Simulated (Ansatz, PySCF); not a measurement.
Molecule: SbF₂ (charge 0, doublet). It need not be the lowest isomer of its formula. 
Structure (B3LYP-D3(BJ)/def2-TZVP (Ansatz, an electronic-structure program) minimum search):
SMILES: [F][Sb][F]
```xyz
3

Sb    -0.1525    -0.1203     0.2760
F     -0.4218     1.4749    -0.7593
F      1.2858    -0.7931    -0.8046
```
Charge 0, spin multiplicity 2.

Dipole moments at this geometry, in debye (magnitudes).

| level | program | dipole (D) |
|---|---|---|
| BLYP/def2-TZVPD | PySCF | 3.14 |
| BP86/def2-TZVPD | PySCF | 3.04 |
| TPSS/def2-TZVPD | PySCF | 3.04 |
| LC-wPBE/def2-TZVPD | Ansatz | 3.35 |
| wB97M-V/def2-TZVPD | Ansatz | 3.36 |
| CCSD(T)/def2-SVPD | Ansatz | 3.43 |
